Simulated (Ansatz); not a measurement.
`BN1C[SiH2]1` + `C[CH2][GeH2][SiH3]` → `B[CH2][GeH2][SiH3]` + `CN1C[SiH2]1`  (redistribution)

Computed with Ansatz on PBE0-D4/def2-TZVP structures; ΔE is electronic, products minus reactants. CCSD(T)/CBS is the MP2 limit (def2-TZVPP, def2-QZVPP) plus CCSD(T) − MP2 in def2-TZVPP, frozen cores. Functionals use def2-TZVPP. For Ge outer-core shells are correlated without core-valence functions, which leaves a few kJ/mol of doubt a bond. Scalar relativity is left out up to krypton. One conformer a species, not always the lowest.

| level | ΔE (kJ/mol) | difference from CCSD(T)/CBS |
| --- | --- | --- |
| PBE-D4 | 132.2 | -6.7 |
| r2SCAN-D4 | 135.5 | -3.4 |
| PBE0-D4 | 134.4 | -4.5 |
| ωB97X-V | 139.0 | 0.1 |
| ωB97M-V | 137.7 | -1.2 |
| B2PLYP | 143.7 | 4.8 |
| PBE | 134.1 | -4.8 |
| r2SCAN | 135.7 | -3.2 |
| PBE0 | 135.9 | -3.0 |
| HF/def2-TZVPP | 153.2 | 14.3 |
| MP2/def2-TZVPP | 139.1 | 0.2 |
| SCS-MP2/def2-TZVPP | 142.0 | 3.1 |
| CCSD/def2-TZVPP | 141.8 | 2.9 |
| CCSD(T)/def2-TZVPP | 139.2 | 0.3 |
| HF/def2-QZVPP | 153.0 | 14.1 |
| HF/CBS(def2) | 153.0 | 14.1 |
| CCSD(T)/CBS | 138.9 | 0 |

Largest T1 diagnostic among the species: 0.014.

The D4 term adds −3.3 kJ/mol with B3LYP and −1.5 kJ/mol with PBE0; it sums over pairs of atoms, weighted by their polarisabilities, and B3LYP, whose exchange is more repulsive, gets the larger term. In def2-TZVPP, CCSD(T) changes the Hartree–Fock value by −14.1 kJ/mol (the triples alone add −2.7 kJ/mol) and MP2 by −14.2 kJ/mol.

B3LYP here is the variant with VWN-RPA as its local correlation; programs differ in this.
